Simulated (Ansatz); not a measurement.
Cost and result for the atomization energy of C7H14, SMILES `CC(C)=CC(C)C` (21 atoms, 20 bonds).

Cartesian coordinates in Å:
```
C -1.883 0.802 0.790
C -1.282 -0.364 0.071
C -2.258 -1.448 -0.271
C 0.005 -0.476 -0.257
C 1.124 0.484 -0.005
C 1.768 0.906 -1.323
C 2.161 -0.141 0.924
H -1.161 1.581 1.030
H -2.681 1.253 0.189
H -2.349 0.475 1.726
H -3.063 -1.063 -0.907
H -1.776 -2.276 -0.793
H -2.737 -1.843 0.632
H 0.307 -1.385 -0.779
H 0.733 1.382 0.481
H 2.594 1.603 -1.152
H 1.042 1.389 -1.981
H 2.171 0.037 -1.852
H 1.719 -0.408 1.887
H 2.992 0.547 1.106
H 2.574 -1.054 0.483
```

Charge 0, multiplicity 1. The structure was optimised at the PBE0-D4/def2-TZVP level. It is one conformer, not always the lowest. Program: Ansatz. All runs use 2 threads of an AMD EPYC 7R13 on a shared host and a share of an NVIDIA H100 80 GB. Times are those of one run each, without the atoms' runs, and a repeat can differ threefold. Electronic energies, without spin–orbit coupling; frozen cores. CCSD(T)/CBS adds CCSD(T) − MP2 in def2-TZVPP to the MP2 limit, and its time is that of the two runs behind it. T1 = 0.009. B3LYP takes the VWN-RPA correlation (the form of Gaussian; ORCA's B3LYP/G).

CCSD(T)/CBS is a level of theory with its own doubt, some kJ/mol a heavy atom from the limit and from the frozen cores, so smaller differences don't rank the functionals.

```
                            level  functions  wall time
  PBE-D4/def2-TZVPP (with forces)        413      5.5 s
            r2SCANh-D4/def2-TZVPP        413        8 s
B3LYP-D4/def2-TZVPP (with forces)        413        8 s
                B97M-V/def2-TZVPP        413      8.5 s
             revPBE-D4/def2-TZVPP        413        9 s
               BLYP-D4/def2-TZVPP        413      9.5 s
              BHLYP-D4/def2-TZVPP        413       12 s
          CAM-B3LYP-D4/def2-TZVPP        413       12 s
                 CCSD(T)/def2-SVP        168       14 s
 ωB97M-V/def2-TZVPP (with forces)        413       16 s
                   MP2/def2-QZVPP        819       19 s
               CCSD(T)/def2-TZVPP        413       25 s
                CCSD(T)/CBS(def2)          –       43 s
```

Q: What atomization energy does each give, and how far from CCSD(T)/CBS? (Best estimate.)

A: Computed: 
| level | atomization (kcal/mol) | difference from CCSD(T)/CBS | per bond |
| --- | --- | --- | --- |
| PBE-D4/def2-TZVPP (with forces) | 2083.1 | 40.8 | 2.0 |
| r2SCANh-D4/def2-TZVPP | 2041.7 | -0.6 | 0.0 |
| B3LYP-D4/def2-TZVPP (with forces) | 2046.6 | 4.3 | 0.2 |
| B97M-V/def2-TZVPP | 2048.0 | 5.7 | 0.3 |
| revPBE-D4/def2-TZVPP | 2041.5 | -0.8 | 0.0 |
| BLYP-D4/def2-TZVPP | 2035.1 | -7.2 | -0.4 |
| BHLYP-D4/def2-TZVPP | 2002.5 | -39.8 | -2.0 |
| CAM-B3LYP-D4/def2-TZVPP | 2053.6 | 11.3 | 0.6 |
| CCSD(T)/def2-SVP | 1973.1 | -69.2 | -3.5 |
| ωB97M-V/def2-TZVPP (with forces) | 2048.2 | 5.9 | 0.3 |
| MP2/def2-QZVPP | 2045.5 | 3.2 | 0.2 |
| CCSD(T)/def2-TZVPP | 2001.3 | -41.0 | -2.1 |
| CCSD(T)/CBS(def2) | 2042.3 | 0.0 | 0.0 |

Leaving LDA and LC-ωPBE aside and taking each functional with its dispersion term where it has one, the values spread over 80.7 kcal/mol, from BHLYP-D4 to PBE-D4. LDA lies +241.5 kcal/mol from PBE without D4, its usual overbinding. In def2-TZVPP, CCSD(T) changes the Hartree–Fock value by +449.4 kcal/mol (the triples alone add +24.7 kcal/mol) and MP2 by +469.6 kcal/mol; breaking electron pairs costs correlation energy, which Hartree–Fock lacks. The D4 term adds +16.3 kcal/mol with B3LYP and +8.8 kcal/mol with PBE0; it sums over pairs of atoms, weighted by their polarisabilities, and B3LYP, whose exchange is more repulsive, gets the larger term.
